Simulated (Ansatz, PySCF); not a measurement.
Gas-phase reaction (SMILES): N[Si](N)(N)O → N[Si](N)(N)[O] + H atom; the H-O bond at the site shown breaks (other sites are not compared here).

Structures are relaxed separately at B3LYP-D3(BJ)/def2-TZVP in Ansatz (a first-principles code), one conformer each, not searched for the lowest. Cores are frozen in the correlated levels unless marked. Open shells are spin-unrestricted. No spin-orbit coupling. No relativistic terms. CBS marks a two-point X^-3 extrapolation of the correlation energy; Hartree-Fock from the larger set. Thermal terms are rigid-rotor harmonic-oscillator values from B3LYP-D3(BJ) frequencies (Ansatz or PySCF) at 298.15 K and 1 atm. 1 Eh = 627.5095 kcal/mol. Atoms have translation alone.

```json
[
 {"species": "N[Si](N)(N)O", "E, CCSD(T)/CBS(cc-pV(T+d)Z,cc-pV(Q+d)Z) (Ansatz) (Eh)": "-532.73113", "E, PBE-D3(BJ)/def2-TZVPD (Ansatz + dftd3) (Eh)": "-533.04512", "H - E (Eh)": "0.10285"},
 {"species": "N[Si](N)(N)[O]", "E, CCSD(T)/CBS(cc-pV(T+d)Z,cc-pV(Q+d)Z) (Ansatz) (Eh)": "-532.02855", "E, PBE-D3(BJ)/def2-TZVPD (Ansatz + dftd3) (Eh)": "-532.36623", "H - E (Eh)": "0.09024"},
 {"species": "H atom", "E, CCSD(T)/CBS(cc-pV(T+d)Z,cc-pV(Q+d)Z) (Ansatz) (Eh)": "-0.49995", "E, PBE-D3(BJ)/def2-TZVPD (Ansatz + dftd3) (Eh)": "-0.49962", "H - E (Eh)": "0.00236"}
]
```

Task: Work out ΔE and ΔH at 298.15 K at the first level, then ΔH at the second.

Result: 
1. ΔE = [(-532.02855) + (-0.49995)] - [(-532.73113)] = 0.20263 Eh = 127.2 kcal/mol at CCSD(T)/CBS(cc-pV(T+d)Z,cc-pV(Q+d)Z).
2. The terms H - E add up to -0.01025 Eh, so ΔH = (0.20263 + (-0.01025))×627.5095 = 120.7 kcal/mol.
3. At PBE-D3(BJ)/def2-TZVPD the same steps give ΔE = 112.5 and ΔH = 106.1 kcal/mol, a shift of -14.6 from the first level.
4. These values are not checked against measurement here, since the tables used lack a sound gas-phase enthalpy of formation for at least one species.
